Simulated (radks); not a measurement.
Values are calculated unless marked as measured or tabulated.
Trend from K2+ to Kr2+: ionisation energy by Delta-SCF between NIST ground configurations, and size. Code: a radial shooting solver on a logarithmic mesh with Libxc functionals. Model: Dirac Kohn-Sham, LDA (Slater exchange, Perdew-Wang correlation), spin-unpolarised, spherical densities, finite nucleus; open shells fill j = l - 1/2 first; Fermi nuclear charge, rms radius of each element as measured or else 0.836 A^(1/3) + 0.57 fm.

[
 {"species": "K2+", "configuration": "[Ne] 3s2 3p5", "configuration of the ion": "[Ne] 3s2 3p4", "IE (eV)": "46.835", "NIST (eV)": "45.803", "kind": "semi-emp.", "outermost": "3p3/2", "<r> outermost (bohr)": "1.36", "r at 0.001 e/bohr^3 (bohr)": "3.09"},
 {"species": "Ca2+", "configuration": "[Ar]", "configuration of the ion": "[Ne] 3s2 3p5", "IE (eV)": "51.167", "NIST (eV)": "50.913", "kind": "exp.", "outermost": "3p3/2", "<r> outermost (bohr)": "1.26", "r at 0.001 e/bohr^3 (bohr)": "2.99"},
 {"species": "Sc2+", "configuration": "[Ar] 3d1", "configuration of the ion": "[Ar]", "IE (eV)": "25.115", "NIST (eV)": "24.757", "kind": "exp.", "outermost": "3d3/2", "<r> outermost (bohr)": "1.56", "r at 0.001 e/bohr^3 (bohr)": "3.10"},
 {"species": "Ti2+", "configuration": "[Ar] 3d2", "configuration of the ion": "[Ar] 3d1", "IE (eV)": "27.217", "NIST (eV)": "27.492", "kind": "exp.", "outermost": "3d3/2", "<r> outermost (bohr)": "1.43", "r at 0.001 e/bohr^3 (bohr)": "3.15"},
 {"species": "V2+", "configuration": "[Ar] 3d3", "configuration of the ion": "[Ar] 3d2", "IE (eV)": "29.188", "NIST (eV)": "29.311", "kind": "exp.", "outermost": "3d3/2", "<r> outermost (bohr)": "1.32", "r at 0.001 e/bohr^3 (bohr)": "3.15"},
 {"species": "Cr2+", "configuration": "[Ar] 3d4", "configuration of the ion": "[Ar] 3d3", "IE (eV)": "31.058", "NIST (eV)": "30.96", "kind": "exp.", "outermost": "3d3/2", "<r> outermost (bohr)": "1.22", "r at 0.001 e/bohr^3 (bohr)": "3.13"},
 {"species": "Mn2+", "configuration": "[Ar] 3d5", "configuration of the ion": "[Ar] 3d4", "IE (eV)": "32.722", "NIST (eV)": "33.67", "kind": "exp.", "outermost": "3d5/2", "<r> outermost (bohr)": "1.15", "r at 0.001 e/bohr^3 (bohr)": "3.09"},
 {"species": "Fe2+", "configuration": "[Ar] 3d6", "configuration of the ion": "[Ar] 3d5", "IE (eV)": "34.429", "NIST (eV)": "30.65", "kind": "exp.", "outermost": "3d5/2", "<r> outermost (bohr)": "1.08", "r at 0.001 e/bohr^3 (bohr)": "3.05"},
 {"species": "Co2+", "configuration": "[Ar] 3d7", "configuration of the ion": "[Ar] 3d6", "IE (eV)": "36.076", "NIST (eV)": "33.5", "kind": "semi-emp.", "outermost": "3d5/2", "<r> outermost (bohr)": "1.02", "r at 0.001 e/bohr^3 (bohr)": "3.01"},
 {"species": "Ni2+", "configuration": "[Ar] 3d8", "configuration of the ion": "[Ar] 3d7", "IE (eV)": "37.673", "NIST (eV)": "35.19", "kind": "exp.", "outermost": "3d5/2", "<r> outermost (bohr)": "0.971", "r at 0.001 e/bohr^3 (bohr)": "2.97"},
 {"species": "Cu2+", "configuration": "[Ar] 3d9", "configuration of the ion": "[Ar] 3d8", "IE (eV)": "39.225", "NIST (eV)": "36.84", "kind": "exp.", "outermost": "3d5/2", "<r> outermost (bohr)": "0.925", "r at 0.001 e/bohr^3 (bohr)": "2.92"},
 {"species": "Zn2+", "configuration": "[Ar] 3d10", "configuration of the ion": "[Ar] 3d9", "IE (eV)": "40.737", "NIST (eV)": "39.723", "kind": "exp.", "outermost": "3d5/2", "<r> outermost (bohr)": "0.883", "r at 0.001 e/bohr^3 (bohr)": "2.88"},
 {"species": "Ga2+", "configuration": "[Ar] 3d10 4s1", "configuration of the ion": "[Ar] 3d10", "IE (eV)": "31.596", "NIST (eV)": "30.726", "kind": "exp.", "outermost": "4s1/2", "<r> outermost (bohr)": "2.06", "r at 0.001 e/bohr^3 (bohr)": "3.28"},
 {"species": "Ge2+", "configuration": "[Ar] 3d10 4s2", "configuration of the ion": "[Ar] 3d10 4s1", "IE (eV)": "35.215", "NIST (eV)": "34.058", "kind": "exp.", "outermost": "4s1/2", "<r> outermost (bohr)": "1.93", "r at 0.001 e/bohr^3 (bohr)": "3.40"},
 {"species": "As2+", "configuration": "[Ar] 3d10 4s2 4p1", "configuration of the ion": "[Ar] 3d10 4s2", "IE (eV)": "28.317", "NIST (eV)": "28.35", "kind": "exp.", "outermost": "4p1/2", "<r> outermost (bohr)": "2.11", "r at 0.001 e/bohr^3 (bohr)": "3.55"},
 {"species": "Se2+", "configuration": "[Ar] 3d10 4s2 4p2", "configuration of the ion": "[Ar] 3d10 4s2 4p1", "IE (eV)": "31.459", "NIST (eV)": "31.70", "kind": "exp.", "outermost": "4p1/2", "<r> outermost (bohr)": "1.96", "r at 0.001 e/bohr^3 (bohr)": "3.56"},
 {"species": "Br2+", "configuration": "[Ar] 3d10 4s2 4p3", "configuration of the ion": "[Ar] 3d10 4s2 4p2", "IE (eV)": "33.894", "NIST (eV)": "34.87", "kind": "exp.", "outermost": "4p3/2", "<r> outermost (bohr)": "1.86", "r at 0.001 e/bohr^3 (bohr)": "3.53"},
 {"species": "Kr2+", "configuration": "[Ar] 3d10 4s2 4p4", "configuration of the ion": "[Ar] 3d10 4s2 4p3", "IE (eV)": "36.919", "NIST (eV)": "35.84", "kind": "exp.", "outermost": "4p3/2", "<r> outermost (bohr)": "1.75", "r at 0.001 e/bohr^3 (bohr)": "3.47"}
]

Reference values: NIST Atomic Spectra Database (exp. = measured, semi-emp. = semi-empirical, theory = theoretical value adopted there). Spin polarisation and multiplet splitting are left out, so open shells lie too high by an amount that depends on their filling.

Beside tabulated values, note that spin-unpolarised runs miss the spin-polarisation part of the exchange energy of open shells.
